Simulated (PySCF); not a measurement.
**Vertical excitation energies**

C4H10GeO.
SMILES: `C=CCC[O][GeH3]`

Level of theory: TDDFT wB97X-D/def2-SVPD, vertical, gas phase, core orbitals frozen in the response in PySCF 2.14.0, density-fitted response routines. One conformer (not necessarily the lowest) at the PBE0-D3(BJ)/def2-SVP geometry, without solvent, vibrations or thermal averaging. Relativistic effects, spin–orbit coupling among them, are left out although an element past zinc is present. Torsions of this conformer, `[CH2:1]=[CH:2][CH2:3][CH2:4][O:5][GeH3:6]`: C1–C2–C3–C4 118°, C2–C3–C4–O5 176°, C3–C4–O5–Ge6 175°.

Q: What does the calculation give for the low-lying excited states?

A: 

```json
{"state": "S1", "E (eV)": "6.77", "λ (nm)": "183.1", "ν̃ (cm⁻¹)": "54620", "f": "0.0003", "main configurations (H = HOMO, L = LUMO)": "H-1→L+1 (45%), H-1→L (45%)"}
{"state": "S2", "E (eV)": "7.40", "λ (nm)": "167.6", "ν̃ (cm⁻¹)": "59660", "f": "0.525", "main configurations (H = HOMO, L = LUMO)": "H→L+2 (74%), H→L (20%)"}
{"state": "S3", "E (eV)": "7.56", "λ (nm)": "164.0", "ν̃ (cm⁻¹)": "60970", "f": "0.033", "main configurations (H = HOMO, L = LUMO)": "H-1→L+1 (42%), H-1→L (36%), H→L+3 (10%)"}
{"state": "S4", "E (eV)": "7.59", "λ (nm)": "163.4", "ν̃ (cm⁻¹)": "61210", "f": "0.056", "main configurations (H = HOMO, L = LUMO)": "H→L+3 (68%)"}
{"state": "S5", "E (eV)": "7.73", "λ (nm)": "160.4", "ν̃ (cm⁻¹)": "62330", "f": "0.027", "main configurations (H = HOMO, L = LUMO)": "H-2→L+1 (35%), H-2→L (26%), H→L+1 (13%)"}
{"state": "S6", "E (eV)": "7.99", "λ (nm)": "155.2", "ν̃ (cm⁻¹)": "64450", "f": "0.0046", "main configurations (H = HOMO, L = LUMO)": "H-1→L+2 (57%), H-1→L+4 (26%)"}
{"state": "S7", "E (eV)": "8.10", "λ (nm)": "153.2", "ν̃ (cm⁻¹)": "65290", "f": "0.0022", "main configurations (H = HOMO, L = LUMO)": "H→L+5 (21%), H-3→L+2 (19%), H-4→L+2 (15%)"}
{"state": "S8", "E (eV)": "8.18", "λ (nm)": "151.6", "ν̃ (cm⁻¹)": "65970", "f": "0.0009", "main configurations (H = HOMO, L = LUMO)": "H→L+5 (42%), H-4→L+2 (9%)"}
{"state": "S9", "E (eV)": "8.23", "λ (nm)": "150.6", "ν̃ (cm⁻¹)": "66390", "f": "0.0006", "main configurations (H = HOMO, L = LUMO)": "H-1→L+4 (38%), H-1→L+2 (26%), H-1→L+3 (11%)"}
{"state": "S10", "E (eV)": "8.27", "λ (nm)": "149.9", "ν̃ (cm⁻¹)": "66720", "f": "0.0073", "main configurations (H = HOMO, L = LUMO)": "H→L+1 (40%), H-2→L (17%)"}
```

Triplets (Tamm–Dancoff): T1 4.49 eV, H→L+2 (78%), H→L (12%); T2 6.47 eV, H-1→L (54%), H-1→L+1 (31%); T3 7.31 eV, H-2→L (47%), H-2→L+1 (25%); T4 7.36 eV, H-1→L+1 (59%), H-1→L (24%).

The lowest singlet comes at 183 nm (653 kJ/mol) in the vacuum ultraviolet; it is dark (f under 0.0005); its leading configuration is HOMO-1→LUMO+1 (45%). The strongest level in the table is S2 at 7.40 eV (168 nm, f = 0.525). Löwdin shares by element: HOMO carbon 83% (atoms not listed hold the other 17%); LUMO germanium 43%, hydrogen 32% or more (atoms not listed hold the other 24%). Of the 10 states listed, 4 reach f = 0.01 and 1 stays under 0.0005. The listed states span 1.50 eV, and the widest gap between neighbours is 0.62 eV (S1 to S2). Weighted by f, the mean energy of these states is 7.45 eV. All these states lie below the vertical ionisation energy of 9.60 eV (ΔSCF). The window holds the lowest 10 singlets.
